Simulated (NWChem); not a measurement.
The standard entropy of CH3F2Si (SMILES C[Si](F)F) from a frequency calculation

A doublet with charge 0, relaxed at UBP86/def2-SVP (NWChem 7.3.0):

```xyz
7

C     0.0009   -1.6897   -0.1916
Si   -0.0001    0.0961    0.4245
F     1.3112    0.8595   -0.2039
F    -1.3121    0.8580   -0.2043
H    -0.9041   -2.2242    0.1607
H     0.9004   -2.2270    0.1704
H     0.0070   -1.6812   -1.3032
```

Harmonic wavenumbers in cm⁻¹: 124, 196, 257, 307, 631, 742, 745, 839, 902, 1194, 1367, 1379, 2962, 3068, 3086.

Masses in u: C 12.011, Si 28.085, F 18.998, H 1.008. Take T = 298.15 K, p = 1 bar, R = 8.3145 J/(mol K), kT/hc = 207.22 cm⁻¹, rigid rotor and harmonic oscillator.

Problem. Work out S° at 298 K.

Solution. 
1. Translation (Sackur–Tetrode): S = R[3/2 ln M + 5/2 ln T − 1.1517] with M = 81.116 gives 163.7 J/(mol K).
2. Rotation: principal moments 75.852, 83.283, 141.453 u Å² give A, B, C = 0.2222, 0.2024, 0.1192 cm⁻¹; the symmetry number is σ = 1; q = (√π/σ)√((kT/hc)³/ABC) = 72212; S = R(ln q + 3/2) = 105.5.
3. Vibration: with u = ν̃/207.22, each mode gives R[u/(eᵘ − 1) − ln(1 − e⁻ᵘ)]; the sum is 40.1, most from 124 cm⁻¹ (12.7), 196 cm⁻¹ (9.1), 257 cm⁻¹ (7.0).
4. Spin: R ln 2 = 5.8.
5. Sum: 163.7 + 105.5 + 40.1 + 5.8 = 315.1 J/(mol K).

No measured value is set beside it here. Where a soft mode is a torsion, a harmonic oscillator describes it poorly.
